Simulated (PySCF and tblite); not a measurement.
Results of a calculation; reference values are marked as such.
C₈H₄F₂O₂, numbered as in [cH:1]1[cH:2][o:3][c:4](-[c:7]2[o:8][cH:9][cH:10][c:11]2[F:12])[c:5]1[F:6]. Geometries GFN2-xTB; weights from PBE0-D3(BJ)/pcSseg-1 energies and GFN2-xTB thermal corrections, with symmetry numbers and mirror pairs. Conformers within 2.5 kcal/mol (GFN2-xTB free energy) were kept, 7 at most. GIAO shieldings: PBE0/pcSseg-1. Shifts are against TMS (¹H), TMS (¹³C), CFCl3 (¹⁹F) at the same level. Run with PySCF (density fitting) and tblite.

Torsions listed: O3–C4–C7–O8.

| conformer | shape | point group | mirror pair | ΔE(DFT) | Δ(G−E) at 298.15 K | δ F6/F12 (ppm) |
| --- | --- | --- | --- | --- | --- | --- |
| 1 | 180° | C2h | no | 0.00 | 0.00 | -175.2 |
| 2 | 0° | C2v | no | 0.25 | -0.06 | -170.8 |

Energies in kcal/mol; the thermal term leaves out symmetry numbers and mirror images.

(1) Work out the weights at 298.15 K and the ¹⁹F shift of F6/F12 under fast exchange.

Unscaled ¹⁹F shifts at such levels can be off by tens of ppm; differences between conformers or isomers are more reliable.

## Answers

(1) RT = 0.592 kcal/mol. Each conformer gets RT ln(σ/g), with σ the rotational symmetry number and g = 2 for a mirror pair: 1: σ = 2, g = 1, G = 0.00 + 0.00 + 0.41 = 0.41, 0.00 above the lowest, exp(−ΔG/RT) = 1.000; 2: σ = 2, g = 1, G = 0.25 − 0.06 + 0.41 = 0.61, 0.20 above the lowest, exp(−ΔG/RT) = 0.717. The sum is 1.717, so the weights are 58.3, 41.7 %. The averaged shift is -173.3 ppm. At 298.15 K the leading conformer alone gives -175.2 ppm and bare DFT energies give -173.4 ppm.


Conformer gaps in pcSseg-1 on xTB geometries can be 2 kcal/mol off for S=O, P=O and other polar bonds.